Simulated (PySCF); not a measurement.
Species: C₄H₈BO₂ (charge -1).
Numbering: `[CH2:1]=[CH:2][C@@H:3]1[CH2:4][O:5][BH2-:6][O:7]1` (hydrogens: H8, H9 on C1; H10 on C2; H11 on C3; H12, H13 on C4; H14, H15 on B6)
Bond orders are those of one Lewis drawing.

Computed by this run: PySCF 2.14.0, PBE0-D3(BJ)/def2-SVP geometry optimisation, gas phase; density fitting, grid level 1; the optimiser is geomeTRIC in internal coordinates, started from a GFN2-xTB structure.

Step 0: E = -9033.2520 eV
```
atom  x, y, z in Å  |  force x, y, z in eV/Å
C1      2.5064    0.2861   -0.0864    0.430  -0.044  -0.029
C2      1.2533    0.1497   -0.4868   -0.580   0.384   0.281
C3      0.0401    0.5226    0.3106   -0.226  -0.153  -0.006
C4     -0.6076   -0.7687    0.9242   -0.282   0.083  -0.177
O5     -1.9548   -0.6755    0.7041   -0.130   0.490  -0.437
B6     -2.0976    0.1314   -0.5678    0.886  -0.089   0.796
O7     -0.9406    1.1104   -0.4619   -0.318  -0.371  -0.013
H8      2.7481    0.7026    0.8800    0.069   0.288   0.561
H9      3.3480   -0.0128   -0.6946    0.396  -0.197  -0.337
H10     1.0239   -0.2611   -1.4614   -0.122  -0.248  -0.475
H11     0.3387    1.2123    1.1274    0.178   0.022   0.111
H12    -0.1657   -1.6595    0.4235    0.164  -0.161  -0.004
H13    -0.3933   -0.8509    2.0035    0.207  -0.066   0.196
H14    -1.9538   -0.5959   -1.5568    0.062  -0.313  -0.415
H15    -3.1495    0.7174   -0.5832   -0.734   0.375  -0.052
```

**Question.** Estimate the geometry and energy of step 1. (The exact step hangs on the optimiser's Hessian estimate; all steps are aligned on step 0, rigid shifts and turns removed.)

**Answer.** E = -9033.3173 eV, largest force 0.556 eV/Å
```
atom  x, y, z in Å  |  force x, y, z in eV/Å
C1      2.5502    0.3038   -0.0398    0.047   0.038   0.070
C2      1.2975    0.1736   -0.4852   -0.030  -0.071  -0.159
C3      0.0407    0.5026    0.2609   -0.027   0.005   0.081
C4     -0.6200   -0.7691    0.8906    0.162   0.052   0.105
O5     -1.9671   -0.5491    0.7857   -0.019  -0.279   0.186
B6     -2.1272    0.1248   -0.5110   -0.219   0.175  -0.480
O7     -0.9327    1.0319   -0.5648    0.161   0.069   0.060
H8      2.7550    0.7098    0.9594   -0.008   0.021  -0.043
H9      3.4172    0.0148   -0.6431   -0.018  -0.018   0.013
H10     1.1125   -0.2306   -1.4914    0.013   0.001   0.068
H11     0.3104    1.2108    1.0820   -0.035  -0.001  -0.007
H12    -0.2754   -1.6709    0.3246   -0.050   0.006  -0.028
H13    -0.3014   -0.9134    1.9456   -0.002   0.017  -0.059
H14    -2.0659   -0.7005   -1.4864   -0.050   0.021   0.182
H15    -3.1982    0.7693   -0.5527    0.073  -0.037   0.012
```

The energy changes by -0.0653 eV. The first-order estimate −F·Δx gives -0.1724 eV and the mean of the old and new forces, exact on a quadratic surface, -0.0653 eV. The step makes an angle of 79° with the force vector and moves no atom by more than 0.169 Å.

What follows is the cost of the whole optimisation. The run took about 4 min of CPU time (one thread, shared machine).
